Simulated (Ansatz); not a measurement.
Species: C$_{3}$H$_{5}$, SMILES `C=[C+]C` with one electron removed (charge 2, multiplicity 2), formula C$_{3}$H$_{5}$.

Task: How many basis functions does frozen-core CCSD(T)/cc-pVTZ // B3LYP-D3(BJ)/def2-TZVP (Ansatz, a quantum-chemistry and plane-wave program) use, how many core orbitals are frozen, and how many electrons are correlated?

Result: 160 basis functions and 3 frozen orbitals, which leaves 15 correlated electrons. Core time is of the order of minutes.
